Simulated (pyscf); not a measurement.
O=Si(OH)–Cl, singlet

Gas-phase minimum from PySCF at ωB97X-D3(BJ)/def2-SVP, one conformer. 

```xyz
5

O     -0.2353     0.6694     1.2464
Si    -1.2017    -0.0486     0.3186
O     -1.0426    -1.5246    -0.3568
Cl    -2.9766     0.6437    -0.3421
H     -0.2271    -1.9927    -0.1325
```
Charge 0, spin multiplicity 1.

Bonded distances (Å): O1–Si2 1.520, Si2–O3 1.631, Si2–Cl4 2.016, O3–H5 0.967. Bond angles (°): O1–Si2–O3 128.2, O1–Si2–Cl4 126.7, O3–Si2–Cl4 105.1, Si2–O3–H5 115.1.

Properties at ωB97X-D3(BJ)/def2-SVP:

```yaml
harmonic_wavenumbers_unscaled: 257, 302, 330, 466, 576, 844, 950, 1312, 3892 cm⁻¹
zero_point_energy: 12.8 kcal/mol
rotational_symmetry_number: 1
Entropy of this conformer at 298 K and 1 atm, rigid rotor and harmonic oscillator, modes under 100 cm⁻¹ raised to 100: 299.0 J/(mol K)
dipole_moment: 2.78 D
```

Single-point totals, which compare only within one level (frozen core for MP2 and CC):

```csv
level,total energy (hartree)
ωB97X-D3(BJ)/def2-TZVP,-900.98930
PBE/def2-TZVP,-900.46039
r²SCAN/def2-TZVP,-900.82323
B3LYP-D3(BJ)/def2-TZVP,-900.98778
PBE0-D3(BJ)/def2-TZVP,-900.51697
M06-2X/def2-TZVP,-900.85861
ωB97M-D3(BJ)/def2-TZVP,-901.07562
HF/def2-TZVPP,-898.94368
MP2/def2-TZVPP,-899.71802
CCSD/def2-TZVPP,-899.73112
CCSD(T)/def2-TZVPP,-899.76480
```

The CCSD(T) − MP2 part came from Ansatz, without density fitting, on the same reference.
